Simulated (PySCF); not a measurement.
An unknown shows these calculated signals:

¹H NMR (300 MHz, computed): δ 3.62 (s, 6H), 2.82 (s, 3H).

¹³C{¹H} NMR (computed): δ 251.4 (C), 41.4 (CH3).

Computational details: σ from GIAO-PBE0/pcSseg-1, geometry from GFN2-xTB, in PySCF 2.14.0 with density-fitted response routines (gas phase, non-relativistic Hamiltonian, a single conformation, one averaged value for each set of equivalent atoms).

Chemical shifts δ = σref − σ; TMS for ¹H, ¹³C, all at this level.

Q: Which of these does the molecule contain: an ester, a Si–H bond, a C≡C triple bond, a three-membered ring?

A: 
- An ester: no.
- A Si–H bond: yes (δH 3.62 (s)).
- A C≡C triple bond: no.
- A three-membered ring: no.

The data belong to `[Si](C(C)=O)([SiH3])([SiH3])Cl`, C2H9ClOSi3; they needn't prove each group on their own.

Carbon signals by region: 1 in the far downfield region (above 160 ppm), 1 below 50 ppm. Above 160 ppm: 251.4, carbonyl carbon.

Shifts are as computed. Against solution values, carbons near 30 ppm lie about +3 ppm off and those near 130 ppm about +5 ppm. Of 1309 compounds with measured shifts, 239 miss one by over three times the rms of a fit or turn the order of signals round; such compounds aren't used in these exercises. Multiplicities follow the n + 1 count of equivalent neighbours, as no J values were calculated; m marks all less simple cases, F and P coupling included.
